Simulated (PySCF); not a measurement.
Orbital picture of SeBr⁺

UHF at R = 2.190 Å; basis Se cc-pVDZ-PP with ECP10, Br cc-pVDZ-PP with ECP10; scalar-relativistic core potentials; PySCF 2.14. State: ³Σ⁻ (triplet), unpaired electrons π ↑↑. Only the outer orbitals are listed, counted within each symmetry, core potentials removing the inner ones.

```tsv
spin	orbital	occ.	ε (eV)	on Se (%)	main shells (%)
α	7σ	1	-37.95	47	50 Br s, 44 Se s
α	8σ	1	-32.95	54	52 Se s, 45 Br s
α	5π	1	-21.44	70	69 Se p, 30 Br p
α	5π	1	-21.44	70	69 Se p, 30 Br p
α	9σ	1	-21.40	51	47 Se p, 44 Br p
α	6π	1	-17.96	31	69 Br p, 30 Se p
α	6π	1	-17.96	31	69 Br p, 30 Se p
α	10σ	0	-5.46	53	50 Se p, 48 Br p
α	11σ	0	5.00	76	48 Se p, 21 Se d, 18 Br d
α	7π	0	6.94	99	90 Se p, 8 Se d
β	7σ	1	-36.48	21	75 Br s, 16 Se s
β	8σ	1	-28.96	72	72 Se s, 20 Br s
β	9σ	1	-20.59	50	46 Br p, 41 Se p
β	5π	1	-18.62	12	87 Br p, 11 Se p
β	5π	1	-18.62	12	87 Br p, 11 Se p
β	6π	0	-7.44	88	88 Se p, 11 Br p
β	6π	0	-7.44	88	88 Se p, 11 Br p
β	10σ	0	-4.64	60	55 Se p, 39 Br p
```

Which are the highest filled and the lowest empty level, where do they sit, and how wide is the gap?

Highest filled α 6π at -17.96 eV (in %: 69 Br p, 30 Se p); lowest empty β 6π at -7.44 eV (in %: 88 Se p, 11 Br p); the gap at UHF is 10.52 eV. Both belong to one degenerate shell, split only by its one-sided filling, so this is no excitation gap.

The bond order (Mayer) is 1.40, the ⟨S²⟩ is 2.019 and the charge on Se (Mulliken, basis-dependent) is 0.79. The charge on Se (Löwdin, basis-dependent) is 0.77, the dipole moment (positive dipole points towards Br; it is taken about the centre of mass and depends on that origin) is -2.42 D and the polarisability along the bond is 53.3 bohr³. The polarisability across the bond is 17.1 bohr³.

Spin–orbit coupling is left out. The state was picked by a PBE0 search and need not be the measured ground state.
